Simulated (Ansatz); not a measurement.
C2H6BClS (`CCB(S)Cl`), charge 0, multiplicity 1.

Give a relaxed structure at PBE0-D4/def2-TZVP (the Gaussian-basis code of Ansatz). (An estimate is asked.)

The calculation gave: 
Z-matrix (Å, degrees):
```
C
C 1 1.526
H 1 1.092 2 111.2
H 1 1.091 2 111.2 3 119.7
H 1 1.092 2 111.1 3 -120.0
B 2 1.565 1 116.1 3 -62.9
H 2 1.101 1 109.2 3 178.3
H 2 1.095 1 110.4 3 63.2
Cl 6 1.764 2 120.6 1 -35.4
S 6 1.792 2 124.7 1 146.8
H 10 1.344 6 96.7 2 -2.7
```
This is one stationary point; other conformers may exist.
